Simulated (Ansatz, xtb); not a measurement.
# Relative energy of two structures of CHNSi2

Structure I: a singlet given by its coordinates. Structure II: a singlet given by its coordinates. Both are isolated molecules in the gas phase, relaxed with PBE0-D3(BJ)/pcseg-1.

I (Å):

```xyz
5

C    -0.2514    0.6366    1.4692
N    -1.0793    0.2816    0.6340
Si    1.2867    0.2461    2.4466
Si    0.4051   -0.9109    0.4635
H     2.1094    1.1461    1.5306
```

Close contacts (Å): C1–N2 1.23, C1–Si3 1.86, C1–Si4 1.96, N2–Si4 1.91, Si3–Si4 2.46, Si3–H5 1.53.

II (Å):

```yaml
atoms:
  - { symbol: C, position_ang: [1.0344, -0.0478, 1.4036] }
  - { symbol: N, position_ang: [0.8143, 1.2347, 1.1167] }
  - { symbol: Si, position_ang: [0.6283, -1.6059, 2.0311] }
  - { symbol: Si, position_ang: [-0.7991, 0.2891, 1.7350] }
  - { symbol: H, position_ang: [0.8475, 1.4603, 0.1166] }
```

Close contacts (Å): C1–N2 1.33, C1–Si3 1.73, C1–Si4 1.89, N2–Si4 1.97, Si3–Si4 2.39, N2–H5 1.03.

Energies in hartree; the thermal terms are from PBE0-D3(BJ)/pcseg-1 harmonic frequencies (ideal gas, rigid rotor, one conformer each, 400 K, 1 atm) and include the zero-point energy:

|  | I | II |
| --- | --- | --- |
| E, CCSD(T)/def2-TZVPP | −671.320201 | −671.315240 |
| zero-point energy | 0.016991 | 0.021134 |
| H(400 K) − E | 0.025359 | 0.029027 |
| G(400 K) − E | −0.022406 | −0.017901 |

Q: Work out ΔE, ΔE₀, ΔH and ΔG for I → II in kJ/mol (1 Eh = 2625.50 kJ/mol) and the equilibrium ratio [II]/[I].

A: 1. ΔE = −671.315240 − (−671.320201) = +0.004961 Eh = +13.03 kJ/mol.
2. ΔE₀ = ΔE + ΔZPE = +0.004961 + (+0.004143) Eh = +23.90 kJ/mol.
3. ΔH = ΔE + (+0.003668) Eh = +22.66 kJ/mol.
4. ΔG = ΔE + (+0.004505) Eh = +24.85 kJ/mol, so ΔS = (ΔH − ΔG)/T = −5.5 J/(mol K).
5. kT = 1.2667 mEh, so K = [II]/[I] = exp(−ΔG/kT) = exp(−7.47) ≈ 5.7 × 10^−4.

Structure I is favoured at this temperature. An error of 4 kJ/mol in ΔG would change K by a factor of 3.3. MP2/def2-TZVPP gave ΔE the other sign. Large T1 diagnostics make the coupled-cluster value less sure. Mirror images and further conformers aren't counted.

Other levels gave ΔE = +14.3 (PBE0-D3(BJ)/pcseg-1); +47.2 (HF/def2-TZVPP); −6.1 (MP2/def2-TZVPP) kJ/mol. The correlated steps freeze 12 core orbitals. Programs: Ansatz 0.2.0.
